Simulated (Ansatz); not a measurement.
CuH$_{4}$NO (`[NH3+][Cu-][OH]`). The species carries charge 0 and has multiplicity 1.

```xyz
7

N    -0.4903    0.4439   -1.0434
Cu    0.2684   -0.3668    0.5262
O     0.9614   -1.2339    1.9193
H    -1.2192    1.1084   -0.8036
H    -0.9048   -0.2575   -1.6497
H     0.2110    0.9392   -1.5850
H     1.1735   -0.6332    2.6362
```

(1) What are the harmonic wavenumbers in cm⁻¹ at PBE0-D4/def2-TZVP (Ansatz, finite differences of forces, unscaled)? (Estimate.)

## Answers

(1) The calculation gave: 22i, 156, 158, 437, 596, 604, 647, 746, 1217, 1654, 1655, 3482, 3587, 3590, 3887.
